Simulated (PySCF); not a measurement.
Isomers of C5H9NSi side by side.

PySCF, wB97X-D/def2-SVPD, density fitting, gas phase; each molecule at its own PBE0-D3(BJ)/def2-SVP geometry, one conformer. Singlet excitations by full TDDFT with frozen cores, triplets by Tamm–Dancoff TDDFT and ionisation energies by ΔSCF, from the lowest of the holes tried. 

Torsions of the conformers computed, which needn't be the lowest (atom-mapped SMILES):
- `[CH3:1][SiH2:2][n:3]1[cH:4][cH:5][cH:6][cH:7]1`: C1–Si2–N3–C4 -123°
- `[CH3:1][C:2]1=[CH:3][CH:4]=[CH:5][Si@@H:6]1[NH2:7]`: H–N7–Si6–C5 166°, H–N7–Si6–C5 -50°
- `[CH:1]#[C:2][C@@H:3]1[CH2:4][C@H:5]1[SiH2:6][NH2:7]`: C4–C5–Si6–N7 45°, H–N7–Si6–C5 -136°, H–N7–Si6–C5 83°
- `[N:1]#[C:2][CH2:3][C@@H:4]1[CH2:5][CH2:6][SiH2:7]1`: C2–C3–C4–C5 175°
- `[CH:1]#[C:2][Si:3]1([NH:4][CH3:5])[CH2:6][CH2:7]1`: C2–Si3–N4–C5 -69°
- `[CH2:1]=[N:2][Si@@H:3]([CH3:4])[C:5]#[C:6][CH3:7]`: C1–N2–Si3–C4 124°
- `[CH:1]#[C:2][C@@H:3]1[CH2:4][CH2:5][Si@H:6]1[NH2:7]`: H–N7–Si6–C5 -160°, H–N7–Si6–C5 46°

The conformers of `C#C[C@H]1CC[SiH2]N1` aren't listed.

Reference: `C#C[C@H]1CC[SiH2]N1`, with HOMO energy -8.78 eV, LUMO energy 2.06 eV, lowest singlet excitation 6.27 eV, lowest triplet excitation 5.40 eV, mean polarisability 87.9 au and vertical ionisation energy 8.89 eV.

Changes against it:

```json
{"molecule": "N#CC[C@@H]1CC[SiH2]1", "Δ electronic energy (kcal/mol)": "-9.4", "Δ HOMO energy (eV)": "-1.32", "Δ LUMO energy (eV)": "-0.41", "Δ lowest singlet excitation (eV)": "+0.93", "Δ lowest triplet excitation (eV)": "+1.01", "Δ mean polarisability (au)": "-1.2", "Δ vertical ionisation energy (eV)": "+1.36"}
{"molecule": "C#C[Si]1(NC)CC1", "Δ electronic energy (kcal/mol)": "+16.3", "Δ HOMO energy (eV)": "+0.42", "Δ LUMO energy (eV)": "-0.48", "Δ lowest singlet excitation (eV)": "-0.76", "Δ lowest triplet excitation (eV)": "-0.80", "Δ mean polarisability (au)": "+4.4", "Δ vertical ionisation energy (eV)": "-0.40"}
{"molecule": "C=N[Si@@H](C)C#CC", "Δ electronic energy (kcal/mol)": "-2.2", "Δ HOMO energy (eV)": "-0.08", "Δ LUMO energy (eV)": "-1.01", "Δ lowest singlet excitation (eV)": "-2.13", "Δ lowest triplet excitation (eV)": "-1.83", "Δ mean polarisability (au)": "+7.7", "Δ vertical ionisation energy (eV)": "+0.16"}
{"molecule": "C#C[C@@H]1CC[Si@H]1N", "Δ electronic energy (kcal/mol)": "-1.6", "Δ HOMO energy (eV)": "+0.31", "Δ LUMO energy (eV)": "-0.03", "Δ lowest singlet excitation (eV)": "-0.18", "Δ lowest triplet excitation (eV)": "-0.12", "Δ mean polarisability (au)": "+3.0", "Δ vertical ionisation energy (eV)": "-0.27"}
```

Rows whose labels were lost:

```
row  Δ electronic energy (kcal/mol)  Δ HOMO energy (eV)  Δ LUMO energy (eV)  Δ lowest singlet excitation (eV)  Δ lowest triplet excitation (eV)  Δ mean polarisability (au)  Δ vertical ionisation energy (eV)
  P                           -44.4               +0.82               -0.04                             -0.09                             -1.12                        +2.4                              -0.80
  Q                           -33.1               +0.66               -1.69                             -2.14                             -2.79                        +2.5                              -0.70
  R                           +11.8               -0.14               -0.22                             -0.03                             -0.13                        +4.0                              +0.21
```

Problem. Which row belongs to which of `C[SiH2]n1cccc1`, `CC1=CC=C[Si@@H]1N` and `C#C[C@@H]1C[C@H]1[SiH2]N`?

Solution. P = `C[SiH2]n1cccc1`, Q = `CC1=CC=C[Si@@H]1N` and R = `C#C[C@@H]1C[C@H]1[SiH2]N`. P and Q are told apart most clearly by the lowest singlet excitation (-0.09 against -2.14 eV); P and R are told apart most clearly by the electronic energy (-44.4 against +11.8 kcal/mol); Q and R are told apart most clearly by the electronic energy (-33.1 against +11.8 kcal/mol); R comes close to the labelled row of `C#C[C@@H]1CC[Si@H]1N` in every column.

Problem. Which row has the smallest HOMO–LUMO gap and which the largest, and does the HOMO or the LUMO shift more there?

Solution. Smallest, counted from the reference: Q, -2.35 eV (HOMO +0.66, LUMO -1.69), the larger shift being that of the LUMO. Largest: `N#CC[C@@H]1CC[SiH2]1`, +0.91 eV (HOMO -1.32, LUMO -0.41), the larger shift being that of the HOMO.

The pairwise dispersion term of wB97X-D wasn't added to the energies; at a given geometry it leaves orbitals and properties as they are.
